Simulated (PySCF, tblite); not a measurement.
A set of runs on `[SiH3][GeH2][GeH2][SH]`; the geometry of each is named by its level. Settings lines and outputs come from a driver script.

Ge₂H₈SSi.
Atom-mapped SMILES: `[SiH3:1][GeH2:2][GeH2:3][SH:4]` (hydrogens: H5, H6, H7 on Si1; H8, H9 on Ge2; H10, H11 on Ge3; H12 on S4)

Step 1: GFN2-xTB geometry optimisation, gas phase (tblite 0.8.0) (from a force-field or distance-geometry start)
```json
{"job": {"kind": "relax", "xc": "GFN2-xTB", "basis": "xTB"}, "charge": 0, "multiplicity": 1}
```
```
step      E/eV     max force
  0    -351.88800    1.390
  1    -351.94418    1.030
  2    -352.03035    1.296
...
 54    -352.20789    0.023
 55    -352.20795    0.028
 56    -352.20801    0.024
 57    -352.20804    0.012
 58    -352.20805    0.009
```

Energy lowered by 7.4 kcal/mol over 58 steps; largest atomic force 0.009 eV/Å at the end. «max force» is the largest atomic force in eV/Å.

Hardware: Arm Neoverse V2, one thread, no GPU, on a shared host.

Step 2: GFN2-xTB harmonic vibrations, gas phase (tblite 0.8.0) (on the GFN2-xTB geometry)
```json
{"job": {"kind": "ir", "xc": "GFN2-xTB", "basis": "xTB"}, "charge": 0, "multiplicity": 1}
```
```
(table of modes left out)
```

30 modes from -30 to 2427 cm⁻¹ (unscaled, harmonic, a negative number standing for an imaginary wavenumber); zero-point energy 37.9 kcal/mol from the real modes; the lowest is imaginary at this level.

Hardware: one thread, Arm Neoverse V2 (aarch64), no GPU (shared host). Cost: 0.34 s.

Step 3: PBE0-D3(BJ)/def2-SVP geometry optimisation, gas phase (PySCF 2.14.0) (from the GFN2-xTB geometry)
```json
{"job": {"xc": "PBE0", "basis": "def2-SVP", "d3": "d3bj", "grid": 1, "shake": 0.01, "kind": "geom"}, "charge": 0, "multiplicity": 1}
```
```
step   0  E = -4844.99912783  max force = 0.023305
step   1  E = -4845.00658600  max force = 0.005247
step   2  E = -4845.00699156  max force = 0.001466
step   3  E = -4845.00715601  max force = 0.001360
step   4  E = -4845.00728560  max force = 0.001378
step   5  E = -4845.00738708  max force = 0.001537
step   6  E = -4845.00747144  max force = 0.001374
step   7  E = -4845.00752947  max force = 0.000602
step   8  E = -4845.00755579  max force = 0.000310
step   9  E = -4845.00756957  max force = 0.000342
optimisation converged
```

Final energy -4845.00757 Eh after 9 steps; dipole 1.50 D. Energies in Eh; «max force» is the largest Cartesian gradient component in Eh/bohr.

Hardware: one thread, Arm Neoverse V2 (aarch64), shared host with 96 logical CPUs at a one-minute load of 76. Cost: 1.9 min of wall time, 0.61 GiB resident at most.

Step 4: TDDFT wB97X-D/def2-SVPD, vertical, gas phase, core orbitals frozen in the response (PySCF 2.14.0, density-fitted response routines) (on the PBE0-D3(BJ)/def2-SVP geometry)
```json
{"job": {"kind": "uv", "xc": "wB97X-D", "basis": "def2-SVPD", "ip": true}, "charge": 0, "multiplicity": 1}
```
```
...
Static polarisability (au): isotropic 122.262, principal 97.056 109.381 160.348
Singlet excitations
state   eV       nm        f      main configurations
  1   5.4041    229.4   0.09013   H->L 0.82
  2   5.8667    211.3   0.00467   H->L+1 0.72, H->L+4 0.10
  3   6.4109    193.4   0.00152   H->L+3 0.74, H-1->L+3 0.17
  4   6.6168    187.4   0.01282   H->L+2 0.48, H-1->L 0.36
  5   6.7322    184.2   0.40062   H->L+2 0.31, H-1->L 0.24, H->L+7 0.09
  6   6.9707    177.9   0.08016   H->L+6 0.35, H-1->L+1 0.16, H->L+1 0.10
  7   7.1898    172.4   0.03788   H-2->L 0.52, H->L+5 0.11, H-1->L+1 0.11
  8   7.2128    171.9   0.11514   H->L+7 0.35, H-1->L+3 0.15, H->L+6 0.10
  9   7.2933    170.0   0.01345   H->L+4 0.21, H-2->L 0.21, H->L+8 0.19
 10   7.4472    166.5   0.01371   H-1->L+1 0.30, H-1->L+2 0.18, H->L+8 0.15
Triplet excitations (Tamm-Dancoff, eV): 4.9366 5.5475 5.9299 6.0285
Vertical ionisation energy (delta-SCF) = 9.0492 eV
```

HOMO -8.85 eV, LUMO 0.83 eV; lowest singlet 5.40 eV; lowest triplet 4.94 eV (Tamm–Dancoff); mean polarisability 122.3 au.

Hardware: an Arm Neoverse V2 with one thread, no GPU, on a shared host.

Geometry of the electronic-property runs (PBE0-D3(BJ)/def2-SVP):
```
atom  x, y, z in Å
Si1    2.4027   -0.0277   -0.0275
Ge2    0.1850    0.7780   -0.4260
Ge3   -1.4602   -0.8451    0.2979
S4    -3.5239   -0.1736   -0.2484
H5     2.3378   -1.4210    0.5119
H6     3.1022    0.8374    0.9699
H7     3.1858   -0.0449   -1.2999
H8    -0.0396    1.0665   -1.9222
H9    -0.0604    2.0932    0.3417
H10   -1.2957   -2.1815   -0.4475
H11   -1.3610   -1.1060    1.8162
H12   -3.4370    0.9952    0.4239
```

 (This holds for the electronic-property runs.)

One conformer stands for the species.

The pairwise dispersion term of wB97X-D wasn't added to the energies; at a given geometry it leaves orbitals and properties as they are.
